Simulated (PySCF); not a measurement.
Species: `CC1=C[P@@]1(=O)C1CCCC1`. The columns A, B, C and D hold Mulliken, IAO, Hirshfeld and ESP-fitted charges (e) of one PBE0/pcSseg-1 density (PySCF), in a shuffled order. Coordinates in Å (GFN2-xTB); the density's dipole moment is (-1.09, 3.05, 2.97) D.

```json
{"atom": "C1", "x": "2.694", "y": "1.413", "z": "-0.168", "A": "-0.177", "B": "-0.436", "C": "-0.477", "D": "-0.108"}
{"atom": "C2", "x": "2.093", "y": "0.081", "z": "0.020", "A": "-0.355", "B": "-0.207", "C": "+0.224", "D": "-0.020"}
{"atom": "C3", "x": "2.219", "y": "-1.002", "z": "0.808", "A": "-0.303", "B": "-0.420", "C": "-0.402", "D": "-0.099"}
{"atom": "P4", "x": "1.040", "y": "-1.278", "z": "-0.523", "A": "+1.008", "B": "+1.431", "C": "+0.591", "D": "+0.382"}
{"atom": "O5", "x": "1.312", "y": "-2.114", "z": "-1.701", "A": "-0.581", "B": "-0.897", "C": "-0.591", "D": "-0.396"}
{"atom": "C6", "x": "-0.730", "y": "-1.224", "z": "0.006", "A": "-0.521", "B": "-0.342", "C": "-0.095", "D": "-0.054"}
{"atom": "C7", "x": "-0.995", "y": "-0.093", "z": "0.989", "A": "-0.157", "B": "-0.260", "C": "-0.241", "D": "-0.075"}
{"atom": "C8", "x": "-1.307", "y": "1.083", "z": "0.072", "A": "-0.242", "B": "-0.256", "C": "+0.128", "D": "-0.073"}
{"atom": "C9", "x": "-2.198", "y": "0.458", "z": "-0.998", "A": "-0.218", "B": "-0.263", "C": "-0.219", "D": "-0.069"}
{"atom": "C10", "x": "-1.595", "y": "-0.934", "z": "-1.233", "A": "-0.165", "B": "-0.269", "C": "+0.030", "D": "-0.068"}
{"atom": "H11", "x": "2.921", "y": "1.576", "z": "-1.221", "A": "+0.145", "B": "+0.171", "C": "+0.147", "D": "+0.059"}
{"atom": "H12", "x": "1.997", "y": "2.190", "z": "0.148", "A": "+0.141", "B": "+0.165", "C": "+0.142", "D": "+0.056"}
{"atom": "H13", "x": "3.609", "y": "1.503", "z": "0.418", "A": "+0.130", "B": "+0.157", "C": "+0.150", "D": "+0.053"}
{"atom": "H14", "x": "2.837", "y": "-1.316", "z": "1.627", "A": "+0.089", "B": "+0.164", "C": "+0.196", "D": "+0.062"}
{"atom": "H15", "x": "-0.932", "y": "-2.214", "z": "0.426", "A": "+0.164", "B": "+0.159", "C": "+0.093", "D": "+0.050"}
{"atom": "H16", "x": "-1.864", "y": "-0.330", "z": "1.605", "A": "+0.125", "B": "+0.137", "C": "+0.103", "D": "+0.042"}
{"atom": "H17", "x": "-0.144", "y": "0.091", "z": "1.644", "A": "+0.142", "B": "+0.140", "C": "+0.037", "D": "+0.030"}
{"atom": "H18", "x": "-1.787", "y": "1.912", "z": "0.591", "A": "+0.125", "B": "+0.139", "C": "-0.001", "D": "+0.041"}
{"atom": "H19", "x": "-0.383", "y": "1.442", "z": "-0.386", "A": "+0.129", "B": "+0.124", "C": "-0.016", "D": "+0.030"}
{"atom": "H20", "x": "-2.229", "y": "1.052", "z": "-1.910", "A": "+0.123", "B": "+0.140", "C": "+0.058", "D": "+0.041"}
{"atom": "H21", "x": "-3.216", "y": "0.367", "z": "-0.617", "A": "+0.118", "B": "+0.131", "C": "+0.073", "D": "+0.037"}
{"atom": "H22", "x": "-2.372", "y": "-1.687", "z": "-1.363", "A": "+0.130", "B": "+0.145", "C": "+0.027", "D": "+0.044"}
{"atom": "H23", "x": "-0.974", "y": "-0.948", "z": "-2.131", "A": "+0.149", "B": "+0.149", "C": "+0.042", "D": "+0.036"}
```

Question: Which column most likely holds the ESP-fitted charges?

Answer: C. Σ q r misses the density's dipole by 0.04 D (C), 1.17 D (B), 1.19 D (D), 2.22 D (A). Charges fitted to the outside potential are the only set here that is tied to the molecule's multipoles.

Question: And the Hirshfeld charges?

Answer: D. The mean sizes are 0.084 e (D), 0.177 e (C), 0.236 e (A), 0.291 e (B), and Hirshfeld charges are commonly the smallest of these schemes.

As computed, A = Mulliken, B = IAO, C = ESP-fitted, D = Hirshfeld. Hydrogens on carbon: Mulliken +0.09 to +0.16, IAO +0.12 to +0.17, ESP-fitted -0.02 to +0.20, Hirshfeld +0.03 to +0.06 e.

The Hirshfeld scheme weights the molecular density at each point by an atom's share of the summed free-atom densities. The Mulliken scheme gives each basis function's population to the atom it is centred on and halves the overlap population of two atoms between them.

One conformer (not necessarily the lowest) at the GFN2-xTB geometry, without solvent, vibrations or thermal averaging.

These values come from a run that also computed NMR shieldings. Rough CPU time on one thread of a shared machine: about 2.9 min.
